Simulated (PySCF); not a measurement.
Al(F)2(NCO) (CAlF₂NO), SMILES O=C=[N][Al]([F])[F]. Atoms are numbered in the order given.

```xyz
6

Al     0.0000     0.0000     0.9200
F      0.0000     1.4194     1.7587
F      0.0000    -1.4194     1.7587
N      0.0000     0.0000    -0.8290
C      0.0000     0.0000    -2.0333
O      0.0000     0.0000    -3.2018
```
Charge 0, spin multiplicity 1.

Geometry: B3LYP-D3(BJ)/def2-SVP. The values are those of a single conformer.

Level of theory: B3LYP-D3(BJ)/def2-SVP (PySCF 2.14.0).

Frequencies are harmonic and unscaled.

Computed vibrational spectrum:
| mode | ν (cm⁻¹) | IR (km/mol) | moving atoms (share of kinetic energy) |
|---|---|---|---|
| 1 | 67 | 0.7 | F 38 %, O 31 %, N 27 % |
| 2 | 98 | 2.2 | N 57 %, O 24 %, F 14 % |
| 3 | 236 | 38.2 | F 76 % |
| 4 | 254 | 25.1 | N 43 %, F 36 %, Al 14 % |
| 5 | 295 | 116.0 | Al 65 %, F 20 %, N 13 % |
| 6 | 541 | 47.3 | F 39 %, O 22 %, Al 21 %, C 11 % |
| 7 | 628 | 35.9 | C 71 %, O 14 %, N 14 % |
| 8 | 638 | 36.1 | C 71 %, N 15 %, O 14 % |
| 9 | 856 | 214.0 | F 49 %, Al 45 % |
| 10 | 979 | 139.6 | Al 52 %, F 48 % |
| 11 | 1525 | 48.0 | N 57 %, O 39 % |
| 12 | 2437 | 1322.9 | C 70 %, N 18 %, O 12 % |
